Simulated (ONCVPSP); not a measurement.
## Pm (Z = 61): from the effect back to the setting (ONCV)

Base potential:

* Element: Pm (Z = 61)
* Generator: ONCVPSP 4.0.1
* Type: optimised norm-conserving Vanderbilt (ONCV)
* Functional: PBE
* Relativity: fully relativistic
* Frozen core: [Kr] 4d10
* Valence charge: 15
* Reference configuration: 4f4 5s2 5p6 5d1 6s2
* Partial waves: 5s+6s: rc 2.40 bohr, ncon 4, nbas 7, qcut 5.4 1/bohr, 2 projectors; 5p: rc 1.85 bohr, ncon 4, nbas 9, qcut 3.5 1/bohr, 3 projectors, debl 1.5 Ha; 5d: rc 3.30 bohr, ncon 3, nbas 7, qcut 4.4 1/bohr, 3 projectors, debl 0.4 Ha; 4f: rc 1.55 bohr, ncon 4, nbas 8, qcut 11.9 1/bohr, 2 projectors, debl 1.9 Ha
* Local potential: polynomial inside 1.50 bohr (lpopt 5, dvloc0 1 Ha)
* Core correction: none

Open shells are filled in proportion to 2j + 1.

Cutoffs, loose and tight: the cutoffs (Ha) at which the residual kinetic energy of the hardest occupied pseudo-wave falls to 1 and 0.1 mHa per electron. They do not see the model core or the augmentation charge, which bear on the density cutoff. Test errors are all-electron minus pseudo excitation energies from the reference, over the configurations 4f5 5s2 5p6 5d0 6s2; 4f5 5s2 5p6 5d0 6s1; 4f5 5s2 5p6 5d0 6s0; 4f4 5s2 5p6 5d1 6s1; variants that change the core or the reference have their own tests.

Only the scale of all radii (base = 1) is moved (2 further runs of the sweep failed or gave no value and are left out):

```csv
scale of all radii (base = 1),"cutoff, loose","cutoff, tight",bound ghosts,largest test error (meV)
0.77,114 Ha,184 Ha,"s, p3/2, p1/2",-22 over the solved tests; 2 of 4 tests not solved or not reliable
0.88,84 Ha,102 Ha,p3/2,+88 over the solved tests; 2 of 4 tests not solved or not reliable
1.07,53 Ha,63 Ha,none,+259 over the solved tests; 2 of 4 tests not solved or not reliable
1.14,51 Ha,56 Ha,none,+310 over the solved tests; 2 of 4 tests not solved or not reliable
```

Problem. One more run gave cutoff, loose: 58 Ha; cutoff, tight: 85 Ha; bound ghosts: none; largest test error (meV): +167 over the solved tests; 2 of 4 tests not solved or not reliable. Which value of the scale of all radii (base = 1) was used?

Solution. 0.96. The loose cutoff moves one way along this sweep, from 114 Ha at 0.77 to 51 Ha at 1.14, which places the run between 0.88 and 1.07.
